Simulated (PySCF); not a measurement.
`[F][Ge]([F])([F])[F]`. Computed with PySCF 2.14.0, PBE0-D3(BJ)/def2-SVP geometry optimisation, gas phase.

```
atom  x, y, z in Å
F1     1.5099    0.6186    0.7286
Ge2    0.1588   -0.1963    0.1011
F3     0.6565   -1.2466   -1.1366
F4    -0.9398    0.9359   -0.5277
F5    -0.5927   -1.0907    1.3336
```

(1) What is the longest distance between nuclei?

(2) Work out the bond lengths F1–Ge2, Ge2–F3, Ge2–F4, Ge2–F5 in Å.

(3) Where is the centre of mass (commonest isotopes), and what is the radius of gyration?

(4) What are the angles F3–Ge2–F4, F3–Ge2–F5, F1–Ge2–F3, F1–Ge2–F4, F1–Ge2–F5, F4–Ge2–F5?

(5) What is the repulsion energy of the bare nuclei, Σ ZA·ZB/RAB?

(6) Write the matrix of distances between heavy atoms (Å, lower triangle).

## Answers

(1) 6 pairs, among them F1···F5, F4···F5 and F3···F5, 2.776 Å down to 2.771 Å.

(2) For F1–Ge2 the difference vector is (-1.3511, -0.8149, -0.6275) Å, of length 1.6980 Å. F1–Ge2 1.698; Ge2–F3 1.698; Ge2–F4 1.698; Ge2–F5 1.698 Å.

(3) Mass 149.915 u; centre at (0.159, -0.196, 0.100) Å; Rg = √(Σ m r²/M) = 1.209 Å. As Ia + Ib + Ic = 2 Σ m r², the three principal moments sum to 438.3 u·Å².

(4) From the scalar product of the two bond vectors; for F3–Ge2–F4 it is -0.9577 Å² over 1.6979 × 1.6983 Å², cos θ = -0.3321. F3–Ge2–F4 109.4°; F3–Ge2–F5 109.5°; F1–Ge2–F3 109.5°; F1–Ge2–F4 109.4°; F1–Ge2–F5 109.7°; F4–Ge2–F5 109.5°.

(5) 451.75 Eh over 10 pairs, with full nuclear charges and distances in bohr; the largest single term is 89.76 Eh (Ge2 with F3, or a pair equal to it).

(6) 
```
F1    0.000
Ge2   1.698  0.000
F3    2.772  1.698  0.000
F4    2.771  1.698  2.772  0.000
F5    2.776  1.698  2.772  2.773  0.000
```

The point group is Td within 0.08 Å; differences among equivalent distances and angles are scatter left by the optimiser. Not checked by PBE0-D3(BJ)/def2-SVP frequencies.
